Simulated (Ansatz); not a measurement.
Ansatz (a first-principles code) input:

Ansatz 0.2 input:
```yaml
crystal:
  periodic: [false, false, false]
  atoms:
    - {symbol: Ge, position_ang: [-0.01667653, -0.02374786, -0.02936325]}
    - {symbol: H, position_ang: [0.55173632, -0.94519677, 1.07018852]}
    - {symbol: H, position_ang: [-1.12441123, 0.88709926, 0.54024778]}
    - {symbol: H, position_ang: [1.10632396, 0.81802910, -0.67081224]}
basis:
  gaussian:
    orbitals: aug-cc-pVDZ
magnetization: {spin_polarized: true, initial_magnetization: 1}
correlation: {method: ccsd_t, electrons: outside_noble_gas}
output: {forces: true}
```

### Question
Predict the final energy.

### Answer
-2077.15945 Eh (CCSD(T)/aug-cc-pVDZ). The basis has 63 functions.
